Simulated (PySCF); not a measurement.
**Two-component Hartree-Fock for Os (osmium, neutral)**

Start: [Xe] 4f14 5d6 6s1 6p1; 5d3/2 filled at m_j = +3/2; 5d5/2 filled at m_j = -3/2, -1/2, +1/2, +3/2, +5/2; 6s1/2 filled at m_j = +1/2; 6p3/2 filled at m_j = +3/2. Calculated with PySCF 2.14 in x2c-SVPall-2c with one added diffuse shell each of s, d type (8s9p10d2f, 99 functions): generalised Hartree-Fock with the X2C-1e Hamiltonian and a Gaussian nucleus; one run each with spin-orbit coupling (SO) switched off, then screened by Boettger's factors. This is a chosen level, not necessarily the ground level.

| spinor shell | electrons | ε, spin-free (eV) | ε, screened SO (eV) | weight of nominal j (screened SO) | rms radius, screened SO (bohr) |
| --- | --- | --- | --- | --- | --- |
| 1s1/2 | 2 | -74276.0 | -74251.3 | 1.000 | 0.0201 |
| 2s1/2 | 2 | -13083.0 | -13075.2 | 1.000 | 0.0809 |
| 2p1/2 | 2 | -11399.6 | -12497.0 | 1.000 | 0.0687 |
| 2p3/2 | 4 | -11399.6 | -10959.8 | 1.000 | 0.0764 |
| 3s1/2 | 2 | -3110.6 | -3107.9 | 1.000 | 0.207 |
| 3p1/2 | 2 | -2607.9 | -2849.8 | 1.000 | 0.198 |
| 3p3/2 | 4 | -2607.9 | -2508.9 | 1.000 | 0.214 |
| 3d3/2 | 4 | -2038.7 | -2080.5 | 1.000 | 0.189 |
| 3d5/2 | 6 | -2038.7 | -2008.0 | 1.000 | 0.192 |
| 4s1/2 | 2 | -691.67 | -690.73 | 1.000 | 0.459 |
| 4p1/2 | 2 | -523.87 | -581.10 | 1.000 | 0.466 |
| 4p3/2 | 4 | -523.87 | -500.10 | 1.000 | 0.499 |
| 4d3/2 | 4 | -311.12 | -319.70 | 0.999 | 0.520 |
| 4d5/2 | 6 | -311.12 | -304.33 | 1.000 | 0.531 |
| 5s1/2 | 2 | -109.24 | -109.01 | 1.000 | 1.08 |
| 4f5/2 | 6 | -72.412 | -73.640 | 0.905 | 0.683 |
| 5p1/2 | 2 | -63.409 | -73.322 | 0.712 | 1.11 |
| 4f7/2 | 8 | -72.412 | -70.631 | 0.990 | 0.612 |
| 5p3/2 | 4 | -63.409 | -58.894 | 0.975 | 1.27 |
| 5d5/2 | 5 | -13.508 | -14.135 | 0.491 | 1.92 |
| 6s1/2 | 1 | -10.939 | -10.900 | 0.993 | 3.19 |
| 5d3/2 | 1 | -13.508 | -10.376 | 0.671 | 1.91 |
| 6p3/2 | 1 | -4.614 | -4.417 | 1.000 | 3.90 |

```csv
quantity,spin-free,screened SO
E (hartree),-17240.12841,-17262.60870
M_J,6,6
⟨J²⟩,42.017,42.029
⟨L²⟩,12.015,12.755
⟨S²⟩,12.002,11.664
```

Each row is a mean over spinors that exchange with the open shell spreads, by up to 7.775 eV (5p3/2).

Rows whose weight is well below 1 are mixtures of j = l ± 1/2: exchange outweighs spin-orbit coupling there, and the label is only the starting occupation.

Breit and QED terms are absent; they matter most for the inner s and p1/2 levels.

Densities and radii are taken from the X2C orbitals without a picture-change correction, which distorts them close to the nucleus.

Without spin-orbit coupling the j labels of p, d and f shells carry no meaning; the spin-free column gives the mean over the occupied spinors of each nl shell.
